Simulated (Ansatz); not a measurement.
**A substitution series on Ge: H to NH2**

Gas-phase molecules. On one Ge centre, n of the H ligands are replaced by NH2. The mean Ge–H bond length y in Å at PBE0-D4/def2-TZVP. The shapes are optimised at that level. Flexible molecules stand in one conformer. Programs: Ansatz 0.2.0.

| molecule | n | y (Å) |
| --- | --- | --- |
| GeH4 | 0 | 1.534 |
| GeH3(NH2) | 1 | 1.540 |
| GeH2(NH2)2 | 2 | ? |
| GeH(NH2)3 | 3 | 1.544 |

Problem. Fit y = c + s·n to the known rows and predict GeH2(NH2)2.

Solution. 
1. Means of the 3 rows: n = 1.33333, y = 1.5393.
2. Σ(Δn)² = 4.6667, Σ(Δn·Δy) = 0.014667, so the slope is 0.014667/4.6667 = 0.0031429.
3. Intercept: 1.5393 − (0.0031429) × 1.33333 = 1.5351. The largest residual of the fit is 0.0017.
4. GeH2(NH2)2: 1.5351 + (0.0031429) × 2 = 1.541 Å.

The run gave 1.547 Å, so the prediction is off by -0.006 Å, more than the largest residual. The steps per swap are uneven (+0.006, +0.007, -0.003), so a line is a poor model. Relativity is left out for Ge. The series isn't monotonic at this level.
